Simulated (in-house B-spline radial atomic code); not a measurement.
Multiplet parameters of the 3p3 shell in Cd³³⁺ ([Ne] 3s2 3p3). Method: non-relativistic Hartree-Fock, average of configuration, point nucleus. Calculated with an all-electron radial atomic-structure program (B-spline basis).

Slater integrals: F^2 = 316673 cm⁻¹. Central-field spin-orbit parameter ζ(3p) = 232500 cm⁻¹ (bare central field on non-relativistic orbitals, without two-electron terms: too large for light atoms, too small for heavy ones).

With F₂ = F^2/25 = 12667 cm⁻¹:

(1) Where do the terms lie in LS coupling, without spin-orbit interaction?

(2) How far can these numbers be trusted?

Answers

(1) In cm⁻¹ above the Hund's-rule term:
| term | expression | energy |
| --- | --- | --- |
| 4S | 0 F₂ | 0 |
| 2D | 9 F₂ | 114002 |
| 2P | 15 F₂ | 190004 |

(2) Unscaled Hartree-Fock integrals overestimate measured term splittings, because correlation screens the repulsion; fits to spectra scale them down, most for low charges. Here ζ is 18.35 times F₂, so spin-orbit coupling rivals the gaps between some terms: low levels can stay fairly pure, while close terms of equal J mix strongly.
